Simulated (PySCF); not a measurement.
Which level of theory gave which numbers?

Compound: Ga(H2S)H3.
SMILES: `[H][Ga]([H])([H])<-[SH2]`

The closed-shell ground state was solved 3 times with PySCF (density fitting, gas phase), always in the pcSseg-1 (pcSseg-2 on Ga) basis (112 functions), with these functionals: B3LYP, PBE and PBE0. Geometry: PBE0-D3(BJ)/def2-SVP; no solvent, vibrations or thermal averaging. The calculation is non-relativistic and has no spin–orbit coupling, an omission that weighs most on gallium.

```json
{"row": "P", "total energy (Eh)": "-2325.5785", "HOMO (eV)": "-6.65", "LUMO (eV)": "-1.28", "dipole (D)": "3.33"}
{"row": "Q", "total energy (Eh)": "-2325.6455", "HOMO (eV)": "-7.90", "LUMO (eV)": "-0.43", "dipole (D)": "3.29"}
{"row": "R", "total energy (Eh)": "-2326.1305", "HOMO (eV)": "-7.70", "LUMO (eV)": "-0.71", "dipole (D)": "3.28"}
```

Q: Which functional belongs to which row?

A: P = PBE, Q = PBE0, R = B3LYP. By rising HOMO–LUMO gap: PBE (GGA) 5.37 eV; B3LYP (global hybrid, 20 % exact exchange) 6.99 eV; PBE0 (global hybrid, 25 % exact exchange) 7.47 eV. Total energies of different functionals aren't bounds to one another; each is stationary for its own functional.
